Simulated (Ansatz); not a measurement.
Basis-set extrapolation for CH6O2SSi (`C[Si](O)(O)S`) (PBE0-D4/def2-TZVP geometry, frozen core, Ansatz 0.2.0). Multiplicity 1, RHF reference.

```csv
,def2-TZVPP,def2-QZVPP
HF,-877.824263,-877.854269
MP2 correlation,-0.955869,-1.032830
CCSD(T) correlation,-1.034554,not run
```

Energies in hartree. Use E(X) = E(∞) + A·exp(−7.88·√X) for Hartree–Fock and E(X) = E(∞) + B·X^(−2.97) for correlation, with X = 3 and 4, and add CCSD(T) minus MP2 of the smaller set to the MP2 limit.

Task: What is the CCSD(T) energy at the basis-set limit?

Result: HF limit: -877.854269 + (-0.030006) × 0.13774 = -877.85840. MP2 limit: -1.032830 + (-0.076961) × 0.74074 = -1.08984. Higher-order term: -1.034554 − (-0.955869) = -0.07869. Total: -879.02693 hartree, 441.4 kJ/mol below CCSD(T)/def2-TZVPP.
